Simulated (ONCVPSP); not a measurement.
## What one change does to a pseudopotential (iridium, ONCV)

- Element: Ir (Z = 77)
- Generator: ONCVPSP 4.0.1
- Type: optimised norm-conserving Vanderbilt (ONCV)
- Functional: PBE
- Relativity: scalar-relativistic
- Frozen core: [Kr] 4d10 4f14
- Valence charge: 17
- Reference configuration: 5s2 5p6 5d7 6s1.75 (charge +0.25)
- Partial waves: 5s+6s: rc 1.65 bohr, ncon 4, nbas 8, qcut 7.9 1/bohr, 2 projectors; 5p: rc 1.65 bohr, ncon 4, nbas 7, qcut 6.8 1/bohr, 3 projectors, debl 0.6 Ha; 5d: rc 2.05 bohr, ncon 4, nbas 8, qcut 8.8 1/bohr, 3 projectors, debl 0.8 Ha; f scattering state at 0.24 Ha: rc 2.15 bohr, ncon 3, nbas 6, qcut 4.9 1/bohr, 2 projectors, debl 3.4 Ha
- Local potential: polynomial inside 1.50 bohr (lpopt 3, dvloc0 0 Ha)
- Core correction: Teter function, fcfact 2.75, rcfact 1.3

In the p channel the program set the typed energies aside and used -2.083, 0.250, 0.850 Ha.

All-electron outer shells of the reference configuration (PBE, scalar-relativistic, ld1.x):

```
shell  level (eV)  outermost node (bohr)  outermost maximum (bohr)
   5s      -99.95                   0.50                      0.89
   4f      -64.15                      –                      0.39
   5p      -56.67                   0.54                      1.01
   5d       -9.09                   0.59                      1.29
   6s       -8.06                   1.17                      2.38
```

Change: s: qcut 6.8; p: qcut 5.9; d: qcut 7.6; f: qcut 4.2.

Cutoffs: the cutoffs (Ha) at which the residual kinetic energy of the hardest occupied pseudo-wave falls to 1 and 0.1 mHa per electron; they do not see the model core or the augmentation charge, which bear on the density cutoff. Errors are all-electron minus pseudo energies relative to the spin-unpolarised reference configuration.

Q: What does the change do?

A: The potential gets softer (22 Ha and 26 Ha → 18 Ha and 22 Ha); of the 4 tests that both files solve, the error grows in 1 and shrinks in 0 by more than 15 % and 0.3 meV (median size 5.2 → 5.4 meV); the range in which the s phases agree narrows (upper end at the end of the scan → 3.8); neither file shows a bound ghost.

| quantity | base | changed |
| --- | --- | --- |
| cutoff, loose | 22 Ha | 18 Ha |
| cutoff, tight | 26 Ha | 22 Ha |
| loose cutoff by channel | s 22 Ha, p 13 Ha, d 20 Ha | s 18 Ha, p 13 Ha, d 18 Ha |
| bound ghosts | none | none |
| GHOST(+) flags under 300 eV | none | none |
| error for 5s2 5p6 5d7 6s2, meV [ΔE -1.80 eV] | +0.6 | +0.6 |
| error for 5s2 5p6 5d7 6s1, meV [ΔE 8.08 eV] | -3.4 | -3.6 |
| error for 5s2 5p6 5d7 6s0, meV [ΔE 25.55 eV] | -12 | -14 |
| error for 5s2 5p6 5d8 6s1, meV [ΔE -2.13 eV] | -6.9 | -7.2 |
| s: phases at 1.68 bohr within 0.05 rad from the reference energy up to (Ha; the scan ends near 5) | to the end of the scan | 3.8 |
| p: phases at 1.68 bohr within 0.05 rad from the reference energy up to (Ha; the scan ends near 5) | to the end of the scan | to the end of the scan |
| d: phases at 2.08 bohr within 0.05 rad from the reference energy up to (Ha; the scan ends near 5) | to the end of the scan | to the end of the scan |
| f: phases at 2.18 bohr within 0.05 rad from the reference energy up to (Ha; the scan ends near 5) | to the end of the scan | 4.4 |
| rms error of d²Exc/dni dnj with the model core, mHa | 1.30 | 1.29 |
